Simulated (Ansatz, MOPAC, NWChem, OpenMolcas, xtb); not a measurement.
## How methods differ on GaH3 (SMILES [GaH3])

GaH3, singlet, SMILES `[GaH3]`. Each level relaxes the structure for itself.

Each level gives the highest harmonic wavenumber at each level's own minimum (cm⁻¹). The values are calculated.

| level | kind | program | value (cm⁻¹) |
| --- | --- | --- | --- |
| AM1 | semi-empirical | MOPAC | 1692 |
| GFN2-xTB | semi-empirical | xtb | 1677 |
| GFN1-xTB | semi-empirical | xtb | 1980 |
| HF/3-21G | Hartree–Fock | OpenMolcas | 1923 |
| HF/6-31G* (Cartesian functions) | Hartree–Fock | OpenMolcas | 2021 |
| HF/cc-pVTZ | Hartree–Fock | OpenMolcas | 2033 |
| BP86-D3(BJ)/def2-SVP | GGA | NWChem | 1916 |
| B3LYP/6-311G** | global hybrid | NWChem | 1960 |
| PBE0-D4/def2-TZVP | global hybrid | Ansatz | 1979 |

All-electron rows without a relativistic Hamiltonian named are non-relativistic. Harmonic and unscaled. The values span 1677 to 2033 cm⁻¹.
